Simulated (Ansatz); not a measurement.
Stepwise reaction of `S[Si](S)(S)S` with hydrogen, as a gas-phase model of exchange steps in deposition or etching. ΔE in kJ/mol.

Calculated with Ansatz (gas phase, PBE0-D4/def2-TZVP geometries, no zero-point term in ΔE). CBS: MP2 limit from def2 TZ/QZ plus the TZ coupled-cluster correction, frozen cores. This one scheme is used for every species. Functionals use def2-TZVPP. B3LYP here is the variant with VWN-RPA as its local correlation; programs differ in this. One conformer a species, not always the lowest.

| step | reaction | PBE-D4 | B3LYP-D4 | ωB97M-V | CCSD(T)/CBS |
| --- | --- | --- | --- | --- | --- |
| 1 | `S[Si](S)(S)S` + H₂ → `S[SiH](S)S` + H₂S | 53.1 | 46.5 | 44.7 | 46.1 |
| 2 | `S[SiH](S)S` + H₂ → `S[SiH2]S` + H₂S | 53.2 | 46.1 | 45.3 | 46.9 |
| 3 | `S[SiH2]S` + H₂ → `[SiH3]S` + H₂S | 45.9 | 38.9 | 39.1 | 41.1 |
| 4 | `[SiH3]S` + H₂ → SiH₄ + H₂S | 37.2 | 30.7 | 32.0 | 34.0 |

Question: By hand: ΔE of the 4 steps together at CCSD(T)/CBS.

Answer: (46.1) + (46.9) + (41.1) + (34.0) = 168.1 kJ/mol, or 42.0 kJ/mol a step.

In ΔE step 4 is the lowest and step 2 the highest. All are uphill at CCSD(T)/CBS. PBE-D4 differs from CCSD(T)/CBS by 3.2 to 7.0 kJ/mol a step. Isolated molecules leave out the surface, adducts and barriers. Largest T1 diagnostic: 0.012.
